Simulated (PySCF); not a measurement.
A small calculation by hand: chemical shift, span and skew from a shielding tensor

C2H7FSi2, SMILES [SiH3]/C=C\[SiH2]F. Atoms are numbered in the order given.

```xyz
12

F      1.4044    -0.9244     0.0000
Si    -0.0354    -1.7035     0.0000
C     -1.3791    -0.4150     0.0000
C     -1.2088     0.9222     0.0000
Si     0.4047     1.9177     0.0000
H     -0.0978    -2.5587    -1.2161
H     -0.0978    -2.5587     1.2161
H     -2.4105    -0.8022     0.0000
H     -2.1213     1.5372     0.0000
H      1.2161     1.6514    -1.2195
H      0.0120     3.3576     0.0000
H      1.2161     1.6514     1.2195
```
Charge 0, spin multiplicity 1.

The structure is a stationary point at B3LYP-D3(BJ)/def2-SVP. The structure was generated by enumeration; whether it is a known compound was not checked. Other conformers were not sampled.

GIAO shieldings from PBE/pcSseg-1 run with PySCF, non-relativistic, no solvent. The symmetric part of the tensor of Si2 has the principal values 273.6, 305.0, 423.5 ppm. The same nucleus in TMS has σ = 335.4 ppm at this level (PySCF, at its B3LYP-D3(BJ)/def2-TZVP geometry).

Task: Work out the isotropic shielding, the ²⁹Si shift against TMS, the span and the skew.

Result: 
σ(iso) = (σ11 + σ22 + σ33)/3 = 334.0 ppm. δ = σ(ref) − σ(iso) = 335.4 − (334.0) = 1.4 ppm.
Span Ω = σ33 − σ11 = 149.9 ppm. Skew κ = 3(σ(iso) − σ22)/Ω = 0.58. Tumbling in solution averages the tensor to δ; in a static solid the shielding alone would spread this spin-1/2 line over Ω.
